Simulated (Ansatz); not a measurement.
Consider the ligand exchange at the Si–C bond: `O[SiH2]C#[C][GeH3]` + `N[SiH2][AlH2]` → `O[SiH2]N[SiH2][AlH2]` + `C#[C][GeH3]`.

Program: Ansatz. Geometries: PBE0-D4/def2-TZVP. ΔE: electronic, gas phase. CCSD(T)/CBS is the MP2 limit (def2-TZVPP, def2-QZVPP) plus CCSD(T) − MP2 in def2-TZVPP, frozen cores. DFT in def2-TZVPP. B3LYP here is the variant with VWN-RPA as its local correlation; programs differ in this. For Ge outer-core shells are correlated without core-valence functions, which leaves a few kJ/mol of doubt a bond. Scalar relativity is left out up to krypton. One conformer a species, not always the lowest.

`O[SiH2]C#[C][GeH3]`:

```xyz
11

O     1.345    2.798    0.019
Si    1.539    1.386   -0.797
C     0.297    0.145   -0.288
C    -0.519   -0.683    0.062
Ge   -1.805   -1.978    0.599
H     1.307    2.759    0.975
H     2.877    0.787   -0.555
H     1.366    1.713   -2.227
H    -1.091   -3.078    1.392
H    -2.461   -2.564   -0.656
H    -2.854   -1.284    1.476
```

`N[SiH2][AlH2]`:

Cartesian coordinates in Å:
```
N -1.116 0.374 1.193
Si 0.331 0.664 0.289
Al 0.693 -1.188 -1.285
H -1.915 -0.025 0.727
H -1.408 1.025 1.904
H 1.457 0.779 1.263
H 0.354 1.968 -0.459
H 2.103 -1.413 -1.986
H -0.498 -2.183 -1.646
```

`O[SiH2]N[SiH2][AlH2]`:

Cartesian coordinates in Å:
```
O 1.486 -2.346 -1.209
Si -0.051 -1.872 -0.860
N -0.147 -0.577 0.266
Si 0.415 1.059 0.050
Al -1.032 2.676 1.212
H 2.043 -2.614 -0.477
H -0.840 -2.983 -0.261
H -0.582 -1.467 -2.181
H -0.553 -0.803 1.162
H 0.441 1.298 -1.422
H 1.834 1.231 0.500
H -0.942 4.235 0.917
H -2.073 2.162 2.302
```

`C#[C][GeH3]`:

```xyz
7

C    -0.910    0.998   -1.481
C    -0.363    0.398   -0.590
Ge    0.500   -0.548    0.813
H    -1.394    1.528   -2.268
H     2.015   -0.475    0.594
H     0.124    0.105    2.148
H     0.028   -2.006    0.784
```

Q: Is it downhill or uphill in electronic energy at CCSD(T)/CBS, and by how much? (An estimate is asked.)

A: The calculation gave: Downhill: ΔE = -0.36 eV.

Q: What do these levels give: PBE-D4, PBE0-D4, B3LYP-D4, ωB97X-V, B2PLYP, PBE, HF/def2-TZVPP, MP2/def2-TZVPP, CCSD/def2-TZVPP, CCSD(T)/def2-TZVPP, HF/def2-QZVPP, HF/CBS(def2)? (An estimate is asked.)

A: The calculation gave: PBE-D4 -0.29, PBE0-D4 -0.31, B3LYP-D4 -0.34, ωB97X-V -0.36, B2PLYP -0.32, PBE -0.26, HF/def2-TZVPP -0.35, MP2/def2-TZVPP -0.35, CCSD/def2-TZVPP -0.36, CCSD(T)/def2-TZVPP -0.36, HF/def2-QZVPP -0.36, HF/CBS(def2) -0.36 eV.

Largest T1 diagnostic among the species: 0.012.

The D4 term adds −0.05 eV with B3LYP and −0.03 eV with PBE0; it sums over pairs of atoms, weighted by their polarisabilities, and B3LYP, whose exchange is more repulsive, gets the larger term.
